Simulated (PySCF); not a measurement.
C4H10O2, SMILES COCCOC.

Geometry: PBE-D3(BJ)/def2-SVP. Other conformers were not sampled.

Method: PBE/def2-TZVP run with PySCF.

Symmetry labels are those of the subgroup C2 that the program uses (full group C2).

List the valence orbital energies around the gap with their symmetry. (An estimate is asked for; the answer gives what the named calculation found.)


```
orbital  symmetry  energy (eV)
-------  --------  -----------
HOMO−7          B       -10.29
HOMO−6          B        -9.43
HOMO−5          A        -9.08
HOMO−4          A        -8.66
HOMO−3          B        -7.65
HOMO−2          A        -7.49
HOMO−1          A        -5.99
HOMO            B        -5.70
LUMO            A         0.48
LUMO+1          B         0.74
LUMO+2          A         1.37
LUMO+3          A         1.62
```
